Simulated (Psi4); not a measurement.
C$_{2}$H$_{5}$N, charge -1, sextet, geometry from GFN2-xTB of the parent state (a state made from the parent by changing its charge; the spin is typed, not shown lowest) (a gas-phase anion, which may not be bound at this level); HF/STO-3G (Psi4).

Psi4 was given this input:
```
memory 2 GB

molecule {
-1 6
  C     1.06928149   -0.35955971    0.02087445
  N    -0.05456767    0.36781163    0.45848150
  C    -1.15607006    0.24273579   -0.36293770
  H     1.58101274    0.06926463   -0.88808148
  H     1.83344785   -0.37771953    0.81756318
  H     0.86242092   -1.43185037   -0.25794743
  H    -1.28456639   -0.70105407   -0.94261144
  H    -2.08960997    0.56762135    0.11408616
}

set basis sto-3g
set reference uhf

energy('scf')
print_variables()
```

What the program printed (banner, timings and long lists left out):

```
   => Loading Basis Set <=

    Name: STO-3G
    Role: ORBITAL
    Keyword: BASIS

         ---------------------------------------------------------
                                   SCF
               by Justin Turney, Rob Parrish, Andy Simmonett
                          and Daniel G. A. Smith
                              UHF Reference
         ---------------------------------------------------------

  ==> Geometry <==

    Molecular point group: c1
    Full point group: C1

    Geometry (in Angstrom), charge = -1, multiplicity = 6:

       Center              X                  Y                   Z               Mass
    ------------   -----------------  -----------------  -----------------  -----------------
         C            1.090093835366    -0.402777910289    -0.005828341551    12.000000000000
         N           -0.033755324634     0.324593429711     0.431778708449    14.003074004430
         C           -1.135257714634     0.199517589711    -0.389640491551    12.000000000000
         H            1.601825085366     0.026046429711    -0.914784271551     1.007825032230
         H            1.854260195366    -0.420937730289     0.790860388449     1.007825032230
         H            0.883233265366    -1.475068570289    -0.284650221551     1.007825032230
         H           -1.263754044634    -0.744272270289    -0.969314231551     1.007825032230
         H           -2.068797624634     0.524403149711     0.087383368449     1.007825032230

  Running in c1 symmetry.

  Rotational constants: A =      1.59479  B =      0.35266  C =      0.30800 [cm^-1]
  Rotational constants: A =  47810.55715  B =  10572.61628  C =   9233.60833 [MHz]
  Nuclear repulsion =   70.714683355697318

  Charge       = -1
  Multiplicity = 6
  Electrons    = 25
  Nalpha       = 15
  Nbeta        = 10

  ==> Algorithm <==

  SCF Algorithm Type is DF.
  DIIS enabled.
  MOM disabled.
  Fractional occupation disabled.
  Guess Type is SAD.
  Energy threshold   = 1.00e-06
  Density threshold  = 1.00e-06
  Integral threshold = 1.00e-12

  ==> Primary Basis <==

  Basis Set: STO-3G
    Blend: STO-3G
    Number of shells: 14
    Number of basis functions: 20
    Number of Cartesian functions: 20
    Spherical Harmonics?: true
    Max angular momentum: 1

   => Loading Basis Set <=

    Name: (STO-3G AUX)
    Role: JKFIT
    Keyword: DF_BASIS_SCF

  ==> Integral Setup <==

  SCF_SUBTYPE=INCORE selected. In-core MEM_DF algorithm will be used.
  Using in-core AOs.

[...]
   @DF-UHF iter  38:  -130.18207801984965   -5.54564e-10   1.14228e-06 DIIS
   @DF-UHF iter  39:  -130.18207801867021    1.17944e-09   9.64622e-07 DIIS
  Energy and wave function converged.

  ==> Post-Iterations <==

   @Spin Contamination Metric:   1.034037673E-02
   @S^2 Expected:                8.750000000E+00
   @S^2 Observed:                8.760340377E+00
   @S   Expected:                2.500000000E+00
   @S   Observed:                2.500000000E+00

    Orbital Energies [Eh]
    ---------------------

    Alpha Occupied:

[...]
    Alpha Virtual:

[...]
    Beta Occupied:

[...]
      10A     -0.042375

    Beta Virtual:

[...]
      20A      1.243265

    Final Occupation by Irrep:
              A
    DOCC [    10 ]
    SOCC [     5 ]
    NA   [    15 ]
    NB   [    10 ]

  @DF-UHF Final Energy:  -130.18207801867021

   => Energetics <=

    Nuclear Repulsion Energy =             70.7146833556973178
    One-Electron Energy =                -324.0882832672742779
    Two-Electron Energy =                 123.1915218929067350
    Total Energy =                       -130.1820780186702109

  UHF NO Occupations:
  HONO-2 :   13  A 1.0000000
  HONO-1 :   14  A 1.0000000
  HONO-0 :   15  A 1.0000000
  LUNO+0 :   16  A 0.0027823
  LUNO+1 :   17  A 0.0016810
  LUNO+2 :   18  A 0.0005472
  LUNO+3 :   19  A 0.0001101

Computation Completed

Properties will be evaluated at   0.000000,   0.000000,   0.000000 [a0]

Properties computed using the SCF density matrix

 Multipole Moments:

 ------------------------------------------------------------------------------------
     Multipole            Electronic (a.u.)      Nuclear  (a.u.)        Total (a.u.)
 ------------------------------------------------------------------------------------

 L = 1.  Multiply by 2.5417464519 to convert [e a0] to [Debye]
 Dipole X            :         -1.6098586            0.9439113           -0.6659473
 Dipole Y            :          3.2735798           -1.9600937            1.3134861
 Dipole Z            :          1.9122888           -1.2110631            0.7012257
 Magnitude           :                                                    1.6310883

 ------------------------------------------------------------------------------------

  Variable Map:
  ----------------------------------------------------------------------------
[...]
  Array Variable Map:
  ----------------------------------------------------------------------------
[...]
[...]
```
